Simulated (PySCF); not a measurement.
Constitutional and geometric isomers with formula H6B2N2. Gas-phase values, no solvent. One relaxed conformer stands for each flexible species; it need not be the lowest. Strings in code marks are SMILES.

The S1 excitation (TDA) from two functionals at the same geometries (r2SCAN-D4/def2-TZVP), both in PySCF: PBE-D3(BJ)/def2-TZVP and r2SCAN-D4/def2-TZVP. Excitations are Tamm–Dancoff values on a coarser integration grid. The basis has no diffuse functions, so Rydberg states are missing or too high.

```json
[
 {"species": "`B(B)(N)N`", "PBE-D3(BJ)/def2-TZVP (eV)": "3.43", "r2SCAN-D4/def2-TZVP (eV)": "3.97"},
 {"species": "`BNBN` (B–N–B–N torsion 180°)", "PBE-D3(BJ)/def2-TZVP (eV)": "6.12", "r2SCAN-D4/def2-TZVP (eV)": "6.63"},
 {"species": "`NBBN` (N–B–B–N torsion 73°)", "PBE-D3(BJ)/def2-TZVP (eV)": "5.41", "r2SCAN-D4/def2-TZVP (eV)": "5.89"}
]
```

Over these rows, drawn at random from the members with no instability flagged (it was tested for open shells, ions and some series alone), PBE minus r2SCAN-D4: mean -0.51 eV, from -0.54 eV to -0.48 eV.
